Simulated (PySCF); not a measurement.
SnCl₃I, SMILES [Cl][Sn]([Cl])([Cl])[I].

Coordinates come from a PBE0-D3(BJ)/def2-SVP optimisation. The structure was generated by enumeration; whether it is a known compound was not checked. The def2 effective core potentials stand for the cores of I, Sn; spin–orbit coupling is left out.

Two levels are set side by side: TDA-PBE/def2-SVPD (PySCF) and TDA-LC-ωPBE/def2-SVPD (PySCF). Vertical, same geometry. The lowest singlet is HOMO→LUMO 99 % with PBE and HOMO−1→LUMO 93 % with the other functional; states are paired by order. Differences are taken from unrounded values.

```csv
quantity,TDA-PBE
lowest singlet excitation (eV),3.09
lowest triplet excitation (TDA) (eV),2.75
first bright state (f over 0.05) (eV),4.23
its oscillator strength,0.08
```

Question: These are the TDA-PBE values. What does TDA-LC-ωPBE give? (The exact figures need the calculation; the answer reports its results.)

Answer: 
```csv
quantity,TDA-LC-ωPBE,TDA-PBE minus TDA-LC-ωPBE
lowest singlet excitation (eV),4.34,-1.25
lowest triplet excitation (TDA) (eV),3.80,-1.05
first bright state (f over 0.05) (eV),5.87,-1.63
its oscillator strength,0.25,-0.17
```

Functionals without exact exchange tend to place singlet excitations lower, as here. Differences between two approximate levels are no errors against the true value.

Rough cost on one machine, each run with all the roots and properties that it gave: TDA-LC-ωPBE against TDA-PBE about 3 times.
